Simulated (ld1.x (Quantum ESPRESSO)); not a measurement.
# silicon (Si), ultrasoft: configuration errors across variants

silicon (Si), ultrasoft, made with ld1.x (Quantum ESPRESSO) 7.5 (PBE, non-relativistic). Core [He], reference 2s2 2p6 3s2 3p2. Waves: 2s (bound): rcut 0.80, rcutus 0.90 bohr; 3s (bound): rcut 0.80, rcutus 0.90 bohr; 2p (bound): rcut 0.90, rcutus 1.05 bohr; 3p (bound): rcut 0.90, rcutus 1.05 bohr. Local part: all-electron potential smoothed inside 0.95 bohr (lloc = -2). Core correction: Bessel-smoothed model core inside 0.90 bohr. Augmentation charge: built from norm-conserving waves at rcut, not smoothed further.

All-electron excitation energies from the reference (eV): (1) 2s2 2p6 3s2 3p1 7.751; (2) 2s2 2p6 3s2 3p0 23.756; (3) 2s2 2p6 3s1 3p0 57.658; (4) 2s2 2p6 3s0 3p4 13.664; (5) 2s1 2p6 3s2 3p2 152.359; (6) 2s2 2p6 3s1 3p3 6.759; (7) 2s2 2p5 3s2 3p2 110.084.

The overlap operator is not positive definite (basis up to 400 Ry) in “type PAW; local potential all-electron potential smoothed inside 0.70 bohr (lloc = -2); augmentation BG, radius 0.85 bohr”. Such files are unfit for use, however small their errors in these radial tests.

Tests that are not counted but printed errors over 1 eV. “augmentation PSQ, radius 0.70 bohr”: 2s2 2p6 3s2 3p1 (solver errors, printed error -1698 eV); 2s2 2p6 3s1 3p3 (pseudo-atom not self-consistent, printed error -1628 eV); 4 more.

5 further variants failed, have other tests or another functional or relativity, and are left out.

The file “base” misses its own reference levels by 7.2 eV. The file “local potential all-electron potential smoothed inside 0.98 bohr (lloc = -2)” misses its own reference levels by 7.2 eV. The file “core correction none” misses its own reference levels by 7.2 eV.

Errors AE − PS in meV (a dash: test not solved or not reliable):

| change | (1) | (2) | (3) | (4) | (5) | (6) | (7) | bound ghosts |
| --- | --- | --- | --- | --- | --- | --- | --- | --- |
| base | +362 | +1577 | +5269 | +2580 | -9796 | +1169 | -8986 | not determined |
| augmentation PSQ, radius 0.70 bohr | – | – | – | – | – | – | – | none |
| local potential all-electron potential smoothed inside 0.98 bohr (lloc = -2) | +361 | +1574 | +5270 | +2599 | -9779 | +1176 | -8984 | not determined |
| core correction none | +362 | +1577 | +5269 | +2580 | -9796 | +1169 | -8986 | not determined |
| type PAW; local potential all-electron potential smoothed inside 0.70 bohr (lloc = -2); augmentation BG, radius 0.85 bohr | +0.3 | +2.5 | +1.6 | +8.5 | +213 | +1.7 | +824 | not determined (overlap not positive) |

Question: Give the same row for: waves 2s (bound): rcut 0.68, rcutus 0.72 bohr; 3s (bound): rcut 0.68, rcutus 0.72 bohr.

Answer: +684, +2333, +4479, –, –, –, –; bound ghosts: not determined.
